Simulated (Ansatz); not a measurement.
Input for Ansatz (a program for electronic structure): R-RI-MP2/aug-cc-pV(Q+d)Z on CH2OS (a complex), monomers drawn apart or pushed together. Files ending in .json are basis or fitting sets from the Basis Set Exchange.

Ansatz 0.2 input:
```yaml
crystal:
  periodic: [false, false, false]
  atoms:
    - {symbol: O, position_ang: [1.42888886, 0.60524587, 0.11109722]}
    - {symbol: C, position_ang: [0.38896886, 0.17318790, -0.14694875]}
    - {symbol: S, position_ang: [-1.01719678, -0.41113910, -0.49456255]}
    - {symbol: H, position_ang: [0.50119107, 0.20411293, 3.49632513]}
    - {symbol: H, position_ang: [-0.18369553, -0.08169799, 3.44038049]}
basis:
  gaussian:
    orbitals: aug-cc-pV_Q+d_Z.json
    fitting: {mean_field: def2-universal-JKFIT, correlation: aug-cc-pVQZ-RIFIT.json}
magnetization: {spin_polarized: false}
correlation: {method: mp2, electrons: outside_noble_gas}
scf: {lower_state_search: off}
```

Output:

```
WARN ansatz: RAYON_NUM_THREADS=1 ignored (pool sized by the plan → 1); use --threads N
Functional definition: HF
these checks for a lower state are left out or cut short: stability, starts, cluster_reference, orbital_swaps, neighbouring_geometries, increment
integrals: 0.36 GiB planned
316 factors; integrals over basis functions are off by at most 5.1e0 eV
mean field: 0.60 GiB planned
mean field evaluation 1: about -13916.3679 eV, gradient 3.1e1 eV
mean field evaluation 2: about -13917.1324 eV, gradient 2.7e1 eV
mean field evaluation 4: about -13918.2803 eV, gradient 6.5e-1 eV
mean field -13918.28179483 eV, -511.4874218098 hartree, gradient 1.7e-6 eV, S^2 0.000000; 0 other end points of the search recorded, 0 dependent functions left out
7 core orbitals not correlated
690 factors; their error is unknown
reference -13918.28179483 eV, -511.4874218098 hartree; 9, 9 occupied and 325, 325 virtual orbitals, 690 factors
second order -17.00890840 eV of doubles, -0.00000000 eV of singles
Total energy: -13935.29070323 eV, -512.1124876646 hartree
Checks for a lower state left out: stability, starts, cluster_reference, orbital_swaps, neighbouring_geometries, increment
```

The run converged.

Cost: very roughly 4 core-seconds.
